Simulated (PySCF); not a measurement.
**Molecular orbitals of AlTe⁺**

r²SCAN at R = 3.125 Å; basis Al def2-SVP, Te def2-SVP with ECP28; scalar-relativistic core potentials; PySCF 2.14. State: ³Σ⁻ (triplet), unpaired electrons π ↑↑. Only the outer orbitals are listed, counted within each symmetry, core potentials removing the inner ones.

| spin | orbital | occ. | ε (eV) | on Al (%) | main shells (%) |
| --- | --- | --- | --- | --- | --- |
| α | 7σ | 1 | -22.17 | 1 | 99 Te s |
| α | 8σ | 1 | -14.01 | 71 | 69 Al s, 28 Te p |
| α | 4π | 1 | -12.63 | 1 | 99 Te p |
| α | 4π | 1 | -12.63 | 1 | 99 Te p |
| α | 9σ | 1 | -11.37 | 40 | 60 Te p, 30 Al s, 9 Al p |
| α | 5π | 0 | -7.64 | 98 | 98 Al p |
| α | 5π | 0 | -7.64 | 98 | 98 Al p |
| α | 10σ | 0 | -6.46 | 87 | 87 Al p, 11 Te p |
| β | 7σ | 1 | -20.17 | 3 | 97 Te s |
| β | 8σ | 1 | -13.84 | 78 | 77 Al s, 20 Te p |
| β | 9σ | 1 | -10.93 | 37 | 63 Te p, 21 Al s, 16 Al p |
| β | 4π | 0 | -10.05 | 6 | 94 Te p |
| β | 4π | 0 | -10.05 | 6 | 94 Te p |
| β | 5π | 0 | -7.50 | 93 | 93 Al p |

Question: Which are the highest filled and the lowest empty level, where do they sit, and how wide is the gap?

Answer: Highest filled β 9σ at -10.93 eV (in %: 63 Te p, 21 Al s, 16 Al p); lowest empty β 4π at -10.05 eV (in %: 94 Te p); the gap at r²SCAN is 0.88 eV.

The bond order (Mayer) is 0.54, the ⟨S²⟩ is 2.010 and the charge on Al (Mulliken, basis-dependent) is 0.69. The charge on Al (Löwdin, basis-dependent) is 0.58. The dipole moment (positive dipole points towards Te; it is taken about the centre of mass and depends on that origin) is -6.34 D.

Spin–orbit coupling is left out. The state is the lowest determinant that a PBE0 search found; another state may lie lower at other levels.
